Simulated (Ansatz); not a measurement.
Consider the redistribution: `C[O][Mo](=[NH])(=[NH])[NH2]` + `C[SiH](N)O` → `[NH]=[Mo](=[NH])([NH2])[OH]` + `CO[SiH](C)N`.

Calculated with Ansatz (gas phase, PBE0-D4/def2-TZVP geometries, no zero-point term in ΔE). CCSD(T)/CBS adds triple-zeta CCSD(T) − MP2 to the extrapolated MP2 energy (def2 sets, frozen cores). Elements past krypton have def2 core potentials. For Mo outer-core shells are correlated without core-valence functions, which leaves a few kJ/mol of doubt a bond. One conformer a species, not always the lowest.

`C[O][Mo](=[NH])(=[NH])[NH2]`:

Z-matrix (Å, degrees):
```
C
Mo 1 2.960
O 1 1.402 2 30.2
H 1 1.096 2 88.5 3 -140.6
H 1 1.096 2 102.2 3 110.8
H 1 1.094 2 137.2 3 -24.0
N 2 1.731 1 127.9 3 25.9
N 2 1.732 1 90.5 3 147.2
N 2 1.941 1 107.5 3 -105.1
H 7 1.010 2 154.9 1 113.0
H 8 1.011 2 154.7 1 -132.0
H 9 1.008 2 123.0 1 120.5
H 9 1.008 2 122.9 1 -79.6
```

`C[SiH](N)O`:

Cartesian coordinates in Å:
```
C -1.143 0.083 0.904
Si 0.515 0.311 0.088
N 0.304 -0.061 -1.574
O 1.695 -0.646 0.730
H -1.056 0.230 1.983
H -1.872 0.805 0.527
H -1.538 -0.922 0.731
H 1.040 1.677 0.348
H 1.025 0.125 -2.252
H -0.610 -0.025 -1.992
H 1.641 -1.577 0.507
```

`[NH]=[Mo](=[NH])([NH2])[OH]`:

Z-matrix (Å, degrees):
```
Mo
N 1 1.728
N 1 1.938 2 107.2
N 1 1.730 2 113.5 3 -117.6
O 1 1.902 2 107.8 3 121.0
H 2 1.010 1 156.4 3 118.0
H 3 1.008 1 122.9 2 20.1
H 3 1.008 1 123.1 2 -140.3
H 4 1.011 1 153.9 2 0.1
H 5 0.960 1 118.0 2 144.2
```

`CO[SiH](C)N`:

Cartesian coordinates in Å:
```
C -0.918 -1.083 -1.432
O -0.739 -1.242 -0.048
Si -0.048 -0.092 0.912
C 1.714 0.231 0.400
N -0.852 1.417 0.898
H 0.039 -1.108 -1.969
H -1.423 -0.139 -1.671
H -1.535 -1.905 -1.799
H -0.158 -0.701 2.259
H 2.273 -0.705 0.334
H 2.217 0.877 1.124
H 1.766 0.719 -0.577
H -1.791 1.543 1.235
H -0.543 2.190 0.336
```

| level | ΔE (kcal/mol) |
| --- | --- |
| MP2/def2-TZVPP | 2.5 |
| SCS-MP2/def2-TZVPP | 2.1 |

(1) What does CCSD(T)/CBS give? (Best estimate.)

Largest T1 diagnostic among the species: 0.022, so the coupled-cluster value is less sure than usual.

## Answers

(1) Ansatz gave: +1.7 kcal/mol. The listed levels differ from it by 0.8, 0.4 kcal/mol.

In def2-TZVPP, CCSD(T) changes the Hartree–Fock value by +1.1 kcal/mol (the triples alone add +0.5 kcal/mol) and MP2 by +1.7 kcal/mol.
